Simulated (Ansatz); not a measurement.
`C[B](F)[GeH2][Cl]`, relaxed with RKS PBE-D4/def2-SVP in the Gaussian-basis code of Ansatz from a rough embedded geometry. The force threshold is 0.03 eV/Å; the program also tests the step.

Total charge 0; spin multiplicity 1.

Start:

```xyz
10

C    -0.199    1.259    0.962
B     0.689    0.306    0.075
F     2.087    0.538    0.058
Ge   -0.026   -1.223   -1.034
Cl   -1.084   -2.603    0.342
H     0.347    1.981    1.465
H    -0.979    1.716    0.292
H    -0.742    0.577    1.691
H    -1.128   -0.622   -2.062
H     1.035   -1.929   -1.786
```

Q: How much energy does the relaxation release, and in how many steps? (Estimate.)

A: Ansatz gave: 9.39 kcal/mol, in 24 steps, 1 of them rejected.

Q: Which bonds change most? (Estimate.)

A: Computed: B2–Ge4 from 2.020 to 2.099 Å; B2–F3 from 1.417 to 1.339 Å; Ge4–H10 from 1.480 to 1.555 Å; C1–H6 from 1.036 to 1.108 Å.

Q: Give the relaxed structure. (Estimate.)

A: Ansatz gave: 
```xyz
10

C    -0.111    1.107    1.136
B     0.637    0.526   -0.099
F     1.713    1.138   -0.611
Ge   -0.009   -1.209   -1.090
Cl   -1.620   -2.067    0.144
H     0.495    1.813    1.738
H    -0.990    1.669    0.738
H    -0.545    0.309    1.773
H    -0.635   -0.961   -2.493
H     1.064   -2.325   -1.235
```
